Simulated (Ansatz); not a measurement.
Bond stretch in Be₂, singlet.

Computed with: UKS-PBE0 = unrestricted PBE0/aug-cc-pVTZ (Ansatz, a first-principles code); FCI = full CI/aug-cc-pVTZ, frozen core (Ansatz).

Energies relative to the lowest point of each curve near equilibrium, in kcal/mol:

```csv
R / Å,UKS-PBE0
1.89,10.8
2.15,1.0
2.26,0.0
2.52,0.7
2.67,1.7
2.78,2.5
2.91,3.2
3.09,4.1
3.77,6.7
4.15,7.4
5.11,8.1
6.19,8.2
```

Problem. Estimate the FCI values at these points.

Solution. 1.89: 13.9; 2.15: 2.7; 2.26: 1.0; 2.52: 0.0; 2.67: 0.2; 2.78: 0.4; 2.91: 0.7; 3.09: 1.0; 3.77: 1.4; 4.15: 1.5; 5.11: 1.8; 6.19: 2.0 (kcal/mol).

The unrestricted determinant behind UKS-PBE0 is spin-contaminated at 1.89 to 2.78 Å (<S²> up to 0.8, against 0.00 for a pure singlet). Also computed but left out beside FCI, since their determinant holds another spin at the minimum (<S²> over 0.7 above the pure value): UHF, UMP2, UMP2/6-31G*.
